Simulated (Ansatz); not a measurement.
Calculated with Ansatz (gas phase, PBE0-D4/def2-TZVP geometries, no zero-point term in ΔE). CCSD(T)/CBS is the MP2 limit (def2-TZVPP, def2-QZVPP) plus CCSD(T) − MP2 in def2-TZVPP, frozen cores. This one scheme is used for every species. Functionals use def2-TZVPP. B3LYP here is the variant with VWN-RPA as its local correlation; programs differ in this. One conformer a species, not always the lowest.

`CO[SiH](O)O[SiH2]O` + H₂ → `CO[SiH](O)O[SiH3]` + H₂O  (hydrogenolysis of the Si–O bond)

```tsv
level	ΔE (kJ/mol)	difference from CCSD(T)/CBS
PBE0-D4	90.7	-4.9
B3LYP-D4	96.9	1.3
ωB97M-V	98.9	3.3
B2PLYP	95.3	-0.3
PBE	87.0	-8.6
r2SCAN	101.1	5.5
SCS-MP2/def2-TZVPP	96.9	1.3
CCSD(T)/def2-TZVPP	95.5	-0.1
MP2/CBS(def2)	101.5	5.9
CCSD/CBS(def2)	92.1	-3.5
CCSD(T)/CBS	95.6	0
```

Largest T1 diagnostic among the species: 0.012.

The D4 term adds +7.5 kJ/mol with B3LYP and +4.0 kJ/mol with PBE0; it sums over pairs of atoms, weighted by their polarisabilities, and B3LYP, whose exchange is more repulsive, gets the larger term. In def2-TZVPP, CCSD(T) changes the Hartree–Fock value by +11.6 kJ/mol (the triples alone add +3.5 kJ/mol) and MP2 by +17.5 kJ/mol.
